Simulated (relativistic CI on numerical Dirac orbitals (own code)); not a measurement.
**C3+: from the plainest model towards the measured levels**

Calculated with a relativistic CI code on KLI orbitals (one set per configuration, finite nucleus), adding one ingredient at a time: step 1, Dirac-Coulomb, each configuration alone; step 2, with Breit and QED terms; step 3, with configuration mixing; step 4, with scaled Slater integrals (0.85); step 5, with a P86 correlation estimate; step 6, tied to the ionisation limit. P86 is a density functional for the correlation energy, evaluated here for each configuration and added to its levels. Step 6 is semi-empirical: configurations made of the next ion and one excited electron move by -615 cm⁻¹, so that their limit matches the tabulated ionisation energy, and those with a non-penetrating f or g electron also take the P86 value of the least penetrating other one.

Configuration list (outside the closed core 1s2): 2s, 2p, 3s, 3p, 3d, 4s, 4p, 4d, 5s, 5p, 5d, 5f, 5g, 6s, 6p, 6d.

Computed minus measured energy above the ground level, in cm⁻¹, for 15 of the 24 excited levels that pair in every step (one J of a term; a digit in brackets numbers repeated terms):

| Configuration | Term | J | Measured | Step 1 | Step 2 | Step 3 | Step 4 | Step 5 | Step 6 |
| --- | --- | --- | --- | --- | --- | --- | --- | --- | --- |
| 2p | 2P° | 1/2 | 64484 | 669 | 667 | 666 | 666 | 1740 | 1125 |
| 3s | 2S | 1/2 | 302849 | -730 | -762 | -761 | -761 | 74 | -541 |
| 3p | 2P° | 1/2 | 320050 | -478 | -509 | -509 | -509 | 209 | -407 |
| 3d | 2D | 3/2 | 324880 | -935 | -978 | -977 | -977 | -1518 | -2133 |
| 4s | 2S | 1/2 | 401348 | -911 | -949 | -949 | -949 | 81 | -535 |
| 4p | 2P° | 1/2 | 408311 | -789 | -826 | -826 | -826 | 152 | -463 |
| 4d | 2D | 3/2 | 410336 | -1001 | -1043 | -1043 | -1043 | -307 | -922 |
| 5s | 2S | 1/2 | 445368 | -980 | -1020 | -1020 | -1020 | 335 | -280 |
| 5p | 2P° | 1/2 | 448856 | -913 | -953 | -953 | -953 | 399 | -216 |
| 5d | 2D | 3/2 | 449888 | -1026 | -1069 | -1069 | -1069 | 254 | -361 |
| 5f | 2F° | 5/2 | 449940 | -1054 | -1097 | -1096 | -1096 | 2358 | 5 |
| 5g | 2G | 7/2 | 449948 | -1062 | -1104 | -1104 | -1104 | 2350 | -3 |
| 6s | 2S | 1/2 | 468784 | -1011 | -1053 | -1052 | -1052 | 641 | 26 |
| 6p | 2P° | 1/2 | 470775 | -973 | -1014 | -1013 | -1013 | 693 | 78 |
| 6d | 2D | 3/2 | 471370 | -1039 | -1081 | -1081 | -1081 | 636 | 20 |

Mean absolute errors in cm⁻¹, over all paired levels and for the first 12 configurations:

```
Configuration, levels  Step 1  Step 2  Step 3  Step 4  Step 5  Step 6
              all, 24     892     928     927     927     735     535
                2p, 2     678     663     663     663    1737    1122
                3s, 1     730     762     761     761      74     541
                3p, 2     476     511     511     511     207     409
                3d, 2     936     978     978     978    1519    2134
                4s, 1     911     949     949     949      81     535
                4p, 2     788     827     827     827     151     464
                4d, 2    1001    1043    1043    1043     307     922
                5s, 1     980    1020    1020    1020     335     280
                5p, 2     913     954     953     953     398     217
                5d, 2    1026    1069    1069    1069     254     361
                5f, 1    1054    1097    1096    1096    2358       5
                5g, 1    1062    1104    1104    1104    2350       3
```

Measured levels: Moore, Selected Tables of Atomic Spectra, NSRDS-NBS 3, section 3.

Q: What does each ingredient do to the ground and the excited configurations, and where is the model closest to experiment?

A: Mixing lowers the ground level by 0; relative to it the configurations that move most are 6p by +1, 5p by +1, 2p by 0. The P86 estimate moves 5f by +3454, 5g by +3454, 6d by +1716, and takes the mean absolute error of the excited configurations from 927 to 735. Step 6 takes that error from 735 to 535; the error more than halves for 6s, 6p, 6d; 5f, 5g gain from the shift and the changed P86 value together; it grows for 3s, 4s, 4p, 4d. The shift fits the limit, so it does little for low levels whose errors differ from those near the limit. The mean absolute error is lowest at step 6 (535 cm⁻¹), and the largest single drop is from step 5 to 6 (735 to 535).
